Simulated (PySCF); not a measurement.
# I: electron affinity

I⁻ [Xe] (1S) → I [Kr] 4d10 5s2 5p5 (2P), as a difference of total energies. Calculation: PySCF 2.14, in def2-QZVPPD with the def2 core potential (28 electrons); a scalar-relativistic core potential. Correlated levels: valence: 4s2 4p6 4d10 frozen. The calculations carry no spin-orbit coupling.

```csv
method,electron affinity (eV)
UHF,2.293
MP2 (valence),3.257
SCS-MP2 (valence),3.200
CCSD (valence),3.158
CCSD(T) (valence),3.229
```

Question: How much does correlation contribute at CCSD(T) (valence)?

Answer: 3.229 − (2.293) = 0.936 eV, measured against UHF.

The reference lies between the lowest fine-structure levels, while these numbers refer to the centres of the terms.

Errors of the correlated levels include the incompleteness of this basis and the frozen core.

For comparison: 3.059 eV (measured; photodetachment measurements, as compiled on the Wikipedia data page of electron affinities).
